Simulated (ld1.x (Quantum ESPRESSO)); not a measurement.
# What one change does to a pseudopotential (germanium, ultrasoft)

* Element: germanium
* Generator: ld1.x (Quantum ESPRESSO) 7.5
* Type: ultrasoft
* Functional: LDA (PZ)
* Relativity: non-relativistic
* Frozen core: [Ar] 3d10
* Valence charge: 4
* Reference configuration: 4s2 4p2
* Partial waves: 4s (bound): rcut 1.70, rcutus 2.05 bohr; 4s channel at -0.45 Ry: rcut 1.70, rcutus 2.05 bohr; 4p (bound): rcut 1.65, rcutus 1.75 bohr; 4p channel at 1.25 Ry: rcut 1.65, rcutus 1.75 bohr
* Local potential: all-electron potential smoothed inside 1.50 bohr (lloc = -1)
* Core correction: a·sin(br)/r model core inside 1.20 bohr
* Augmentation charge: built from norm-conserving waves at rcut, not smoothed further

All-electron outer shells of the reference configuration (LDA (PZ), non-relativistic, ld1.x):

| shell | level (eV) | outermost node (bohr) | outermost maximum (bohr) |
| --- | --- | --- | --- |
| 3d | -30.39 | – | 0.50 |
| 4s | -11.61 | 0.78 | 1.77 |
| 4p | -4.08 | 0.83 | 2.22 |

Change: local potential all-electron potential smoothed inside 1.75 bohr (lloc = -2).

Cutoffs: the cutoffs (Ry, on a coarse ladder) from which the occupation-weighted sum of valence levels, in a spherical-Bessel basis at the reference potential, stays within 10 and 1 mRy of its value at 400 Ry; they do not see the model core or the augmentation charge, which bear on the density cutoff. Errors are all-electron minus pseudo energies relative to the spin-unpolarised reference configuration.

How do hardness, ghosts and transferability respond?

The potential gets neither clearly harder nor softer (6 Ry and 15 Ry → 6 Ry and 15 Ry); the errors of the 9 common tests hardly move; the range in which the s phases agree widens (upper end 3.6 → 4.8); neither file shows a bound ghost.

| quantity | base | changed |
| --- | --- | --- |
| cutoff, loose | 6 Ry | 6 Ry |
| cutoff, tight | 15 Ry | 15 Ry |
| bound ghosts | none | none |
| error for 4s2 4p1, meV [ΔE 7.66 eV] | -4.7 | -4.7 |
| error for 4s2 4p0, meV [ΔE 23.39 eV] | -41 | -41 |
| error for 4s1 4p0, meV [ΔE 58.05 eV] | -237 | -238 |
| error for 4s1 4p2, meV [ΔE 16.02 eV] | -23 | -23 |
| error for 4s0 4p4, meV [ΔE 15.55 eV] | -31 | -31 |
| error for 4s1 4p3, meV [ΔE 7.66 eV] | -7.7 | -7.7 |
| error for 4s2 4p1.5, meV [ΔE 2.90 eV] | -0.7 | -0.7 |
| error for 4s2 4p2 (spin-polarised), meV [ΔE -0.56 eV] | -1.9 | -1.9 |
| error for 4s2 4p1 (spin-polarised), meV [ΔE 7.48 eV] | -5.7 | -5.7 |
| s: phases at 2.26 bohr within 0.05 rad from the reference energy up to (Ry; the scan ends near 5) | 3.6 | 4.8 |
| p: phases at 2.26 bohr within 0.05 rad from the reference energy up to (Ry; the scan ends near 5) | to the end of the scan | to the end of the scan |
| lowest overlap eigenvalue by channel | s 0.32, p 0.28 | s 0.39, p 0.39 |
